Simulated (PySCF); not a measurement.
An unknown gives this computed stick spectrum. Computed with PySCF, TDDFT B3LYP/def2-SVPD, vertical, gas phase, core orbitals frozen in the response. Geometries: GFN2-xTB, one conformer each.

```
state  E (eV)       f  main configurations (H = HOMO, L = LUMO)
   S1    4.53  0.0002                               H-2→L (95%)
   S2    4.65   0.011                    H→L (85%), H-1→L (11%)
   S3    5.14   0.245                    H-1→L (79%), H→L (10%)
   S4    5.56  0.0001                               H-3→L (97%)
   S5    5.95   0.032                               H-4→L (89%)
   S6    6.22  0.0024                               H→L+2 (96%)
   S7    6.23   0.188                H→L+1 (59%), H-1→L+1 (32%)
   S8    6.47  0.0000              H-1→L+2 (86%), H-2→L+1 (10%)
```

Triplets computed (Tamm–Dancoff): 3.47, 4.05, 4.13 eV.

Orbital energies (eV): HOMO-3 -9.06, HOMO-2 -8.32, HOMO-1 -7.92, HOMO -7.58, LUMO -2.35, LUMO+1 -0.91, LUMO+2 -0.27.

**Question.** Which candidate is it?
A. `O=S(C(C)(F)F)(Cl)=O`
B. `c1cc(CO)co1`
C. `O=C(Cl)c1ccsc1`

**Answer.** C. Its S1, at 4.53 eV, is the lowest among the candidates; the nearest of the others has S1 at 5.84 eV. S1 is HOMO-2→LUMO (95%). Löwdin shares by element: HOMO carbon 83% or more (atoms not listed hold the other 17%); LUMO carbon 44% or more, oxygen 20%, sulfur 14% (atoms not listed hold the other 22%). At the same level the other candidates give, for their lowest levels:
- `CC(F)(F)S(=O)(=O)Cl`: 5.84 eV (f 0.004); 6.39 eV (f 0.080); 6.56 eV (f 0.005); 6.61 eV (f 0.003); 7.53 eV (f 0.003); T1 5.22 eV; HOMO -9.28, LUMO -2.18 eV
- `OCc1ccoc1`: 5.91 eV (f 0.050); 6.22 eV (f 0.076); 6.46 eV (f 0.002); 6.55 eV (f 0.035); 6.70 eV (f 0.014); T1 4.01 eV; HOMO -6.60, LUMO -0.34 eV

The values belong to the conformer `[O:1]=[C:2]([Cl:3])[c:4]1[cH:5][cH:6][s:7][cH:8]1`: O1–C2–C4–C5 0°.
